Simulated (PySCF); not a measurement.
**Field gradients at the hydrogen positions**

Species: C6H15O2P.
Atom-mapped SMILES: `[CH3:1][CH:2]([CH3:3])[P@H:4](=[O:5])[CH2:6][CH2:7][CH2:8][OH:9]` (hydrogens: H10, H11, H12 on C1; H13 on C2; H14, H15, H16 on C3; H17 on P4; H18, H19 on C6; H20, H21 on C7; H22, H23 on C8; H24 on O9)

Geometry (GFN2-xTB, Å), atoms numbered from 1 in this order:
```xyz
24
C6H15O2P angstrom
C     -2.6402   -0.7690    1.0160
C     -1.8357   -0.1083   -0.0953
C     -2.2159    1.3547   -0.2637
P     -0.0580   -0.2352    0.4208
O      0.1984    0.5355    1.6434
C      0.8559    0.3285   -1.0850
C      2.2787   -0.1968   -1.2171
C      2.9682   -0.1522    0.1391
O      2.2907   -1.0857    0.9501
H     -2.4494   -0.2537    1.9561
H     -3.7085   -0.7326    0.8075
H     -2.3434   -1.8114    1.1326
H     -1.9873   -0.6510   -1.0336
H     -1.6865    1.8046   -1.1022
H     -1.9540    1.8995    0.6418
H     -3.2864    1.4593   -0.4348
H      0.0668   -1.6144    0.5064
H      0.2727    0.0589   -1.9666
H      0.8650    1.4204   -0.9944
H      2.2599   -1.2370   -1.5463
H      2.8366    0.3916   -1.9476
H      4.0280   -0.4298    0.0519
H      2.8952    0.8580    0.5559
H      2.3375   -0.8141    1.8726
```

Level: PBE0/pcSseg-1 (PySCF, non-relativistic); Q(2H) = 0.00286 b; rigid geometry, the same for H and D, with no vibrational averaging.

Question: Rank these positions by the coupling χzz of a deuteron there, largest first.
A. H17 (P–H hydrogen)
B. H22 (methylene hydrogen)
C. H24 (hydroxyl hydrogen)
D. H19 (methylene hydrogen)
E. H16 (methyl hydrogen)
F. H10 (methyl hydrogen)

Answer: C (311 kHz), E (211 kHz), F (206 kHz), D (200 kHz), B (192 kHz), A (131 kHz).

Q: What are Vzz, η and χzz (234.96 MHz × Q × Vzz) at all hydrogens?

A: 
```tsv
atom	bonded to	bond length (Å)	Vzz (au)	η	χzz (kHz)
H10	C1	1.089	0.3064	0.02	206
H11	C1	1.089	0.3144	0.02	211
H12	C1	1.090	0.3103	0.04	209
H13	C2	1.095	0.3018	0.01	203
H14	C3	1.089	0.3140	0.03	211
H15	C3	1.089	0.3065	0.02	206
H16	C3	1.089	0.3139	0.02	211
H17	P4	1.388	0.1955	0.05	131
H18	C6	1.091	0.3089	0.02	208
H19	C6	1.096	0.2975	0.03	200
H20	C7	1.091	0.3026	0.03	203
H21	C7	1.091	0.3055	0.02	205
H22	C8	1.099	0.2863	0.05	192
H23	C8	1.095	0.2869	0.06	193
H24	O9	0.963	0.4635	0.15	311
```

Q: Average by the element that carries the hydrogen.

A: on C: 204 kHz over 13 positions, mean bond length 1.092 Å; on P: 131 kHz over 1 position, mean bond length 1.388 Å; on O: 311 kHz over 1 position, mean bond length 0.963 Å.

Q: How does χzz go with the bond length over the 13 C–H bonds?

A: A straight-line fit has a slope of -16.9 kHz for each 0.01 Å, with a correlation coefficient of -0.90, over lengths from 1.089 to 1.099 Å. The longer bonds have the smaller couplings here.

Geometry: GFN2-xTB, one conformer, isolated molecule. GFN2-xTB bond lengths can be off by several hundredths of an ångström, more for odd bonds, and the gradients follow them. The small basis limits the accuracy of the gradients.
